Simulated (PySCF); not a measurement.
**Fractional electron number in Sn²⁺ (tin, charge +2)**

The 5s beta orbital of [Kr] 4d10 5s2 is emptied in steps (occupation f), with all orbitals relaxed, ending at [Kr] 4d10 5s1. All numbers are calculated (PySCF 2.14, scalar relativity through the core potential, in def2-TZVPPD with the def2 core potential (28 electrons) (7s5p4d2f, 56 functions)). The exact energy is a straight line in f; departures are measured from the line between the end points of the same method.

```tsv
f	UHF (eV)	LDA (eV)	PBE (eV)	PBE0 (eV)	r2SCAN (eV)	LC-wPBE (eV)	BHandHLYP (eV)	wB97X (eV)	r2SCAN0 (eV)	MN15 (eV)
1	0.000	0.000	0.000	0.000	0.000	0.000	0.000	0.000	0.000	0.000
0.9	0.022	-0.420	-0.417	-0.303	-0.368	-0.049	-0.208	-0.092	-0.269	-0.225
0.7	0.051	-0.981	-0.976	-0.709	-0.856	-0.116	-0.488	-0.210	-0.625	-0.513
0.5	0.059	-1.168	-1.166	-0.846	-1.013	-0.142	-0.585	-0.239	-0.739	-0.588
0.3	0.049	-0.980	-0.982	-0.711	-0.847	-0.124	-0.497	-0.186	-0.617	-0.467
0.1	0.020	-0.419	-0.421	-0.304	-0.361	-0.055	-0.217	-0.066	-0.263	-0.185
0	0.000	0.000	0.000	0.000	0.000	0.000	0.000	0.000	0.000	0.000
```

For PBE, how does the orbital energy at f = 1 compare with the removal energy?

−ε = 26.179 eV against a total-energy difference of 30.807 eV. By Janak's theorem ε = ∂E/∂f, so the gap between them reflects the curvature. Along the path −ε is 27.092 (f = 0.9), 28.931 (f = 0.7), 30.789 (f = 0.5), 32.668 (f = 0.3), 34.556 (f = 0.1) eV.

```csv
method,E(f=0) − E(f=1) (eV),−ε at f=1 (eV),−ε at f=0.5 (eV)
UHF,28.541,28.790,28.535
LDA,31.300,26.633,31.302
PBE,30.807,26.179,30.789
PBE0,30.436,27.068,30.430
r2SCAN,30.474,26.381,30.515
LC-wPBE,30.283,29.733,30.258
BHandHLYP,30.285,27.984,30.258
wB97X,30.571,29.536,30.639
r2SCAN0,30.275,27.274,30.310
MN15,30.568,28.048,30.700
```

As f goes to zero the orbital energy of a semilocal functional can turn back, because the density of that orbital vanishes from the exchange-correlation potential.

Reference removal energy between the ground levels: 30.506 eV (measured; NIST Atomic Spectra Database, ionization energies). UHF lacks correlation.
